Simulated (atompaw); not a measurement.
**u(r) = r·R(r): atom against pseudo-atom (nickel (Ni))**

Columns: radius, all-electron u(r) and pseudo u(r) of the 4p shell (level -1.34 eV) of nickel in the configuration [Ar] 3d8 4s2 4p0; LDA (PW92), scalar-relativistic, PAW (atompaw) scheme, atompaw 4.2.0.5.

```tsv
r (bohr)	all-electron	pseudo
0.115	0.1013	0.0023
0.231	0.0362	0.0091
0.346	-0.0809	0.0202
0.462	-0.1554	0.0356
0.577	-0.1733	0.0546
0.692	-0.1502	0.0770
0.808	-0.1025	0.1024
0.923	-0.0436	0.1300
1.038	0.0189	0.1594
1.154	0.0810	0.1901
1.269	0.1392	0.2213
1.385	0.1931	0.2527
1.500	0.2414	0.2834
1.615	0.2845	0.3129
1.731	0.3228	0.3413
1.846	0.3561	0.3675
1.962	0.3851	0.3918
2.077	0.4098	0.4134
2.192	0.4307	0.4325
2.308	0.4484	0.4492
2.423	0.4628	0.4631
2.538	0.4744	0.4745
2.654	0.4835	0.4836
2.769	0.4903	0.4903
2.885	0.4950	0.4950
3.000	0.4979	0.4979
```

Task: How many radial nodes do the two functions have?

Result: The all-electron 4p function has n − l − 1 = 2; the pseudo-wave has 0, since the states of the same l below it are removed with the core.

Task: Is the pseudo-wave norm-conserving?

Result: No, it belongs to a PAW set: the norm inside the radius is not constrained, and the difference is carried by the augmentation charge.
